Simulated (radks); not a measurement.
Values are calculated unless marked as measured or tabulated.
Task: The mean radii <r> (bohr) of the occupied orbitals of an atom or ion are listed with their occupations. Code: a radial shooting solver on a logarithmic mesh with Libxc functionals. Model: scalar-relativistic Kohn-Sham, PBE, spin-polarised, spherical densities, finite nucleus; Fermi nuclear charge, rms radius of each element as measured or else 0.836 A^(1/3) + 0.57 fm.

orbital  occ.      <r>
1s up       1  0.04275
1s down     1  0.04275
2s up       1   0.1895
2s down     1   0.1895
2p up       3   0.1654
2p down     3   0.1654
3s up       1   0.5514
3s down     1   0.5513
3p up       3   0.5641
3p down     3   0.5639
3d up       5   0.5907
3d down     5   0.5890
4s up       1    1.634
4s down     1    1.634
4p up       3    1.949
4p down     1    1.979

Name the element and its charge. Open shells, if any, are filled with parallel spins first.

Result: Z = 35, bromine, charge +1: Br+ in [Ar] 3d10 4s2 4p4. The 1s radius gives Z: for a bare nucleus <r> = (2 gamma + 1)/(2Z) with gamma = sqrt(1 - (Z/c)^2), 0.04191 bohr for Z = 35, and screening makes it slightly larger (0.04275 here). The occupations add up to 34, and the charge is Z minus that.
